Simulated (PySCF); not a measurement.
# Two-photon absorption: `C[Se]C=C=CC(F)(F)F`, C₅H₅F₃Se

Geometry:
```tsv
atom	x (Å)	y (Å)	z (Å)
C1	1.676	0.686	-1.382
Se2	2.374	-1.049	-0.882
C3	0.839	-1.694	0.021
C4	-0.287	-1.044	0.148
C5	-1.386	-0.342	0.272
C6	-1.602	0.630	1.392
F7	-1.607	1.890	0.932
F8	-0.660	0.549	2.326
F9	-2.786	0.429	1.979
H10	1.332	1.226	-0.489
H11	0.850	0.576	-2.097
H12	2.504	1.234	-1.851
H13	0.968	-2.688	0.463
H14	-2.209	-0.407	-0.449
```

The calculation used TDDFT CAM-B3LYP/aug-cc-pVDZ excited states, vertical, gas phase (PySCF 2.14.0). Geometry: PBE0-D3(BJ)/def2-SVP.

The calculation is non-relativistic, which matters for the atoms heavier than Zn.

(1) How strongly do the lowest singlets absorb one photon, and two photons of half the energy?

## Answers

(1) δ for parallel linear polarisation; σ at the peak of a Lorentzian of half width 0.1 eV, single beam; Ω is circular over linear.
```tsv
state	E (eV)	f	photon λ (nm)	δ (au)	σ (GM)	Ω	main
S1	4.10	0.001	605	2.93	0.02	1.34	HOMO→LUMO 0.87
S2	4.93	0.001	503	5.56	0.05	1.49	HOMO→LUMO+2 0.40, HOMO→LUMO+1 0.27
S3	5.51	0.112	450	158	1.76	0.78	HOMO→LUMO+1 0.41, HOMO→LUMO+2 0.21
S4	5.57	0.100	445	98.9	1.13	1.26	HOMO→LUMO+3 0.62, HOMO→LUMO+1 0.12
S5	6.08	0.018	408	148	2.01	1.49	HOMO→LUMO+6 0.26, HOMO→LUMO+4 0.19
S6	6.28	0.002	395	4.55	0.07	1.35	HOMO−1→LUMO+3 0.46, HOMO−1→LUMO+4 0.29
```

Among these, the strongest one-photon state is S3, the strongest two-photon state S5, with a dipole change of 4.6 D (relaxed, norm of the difference vector).
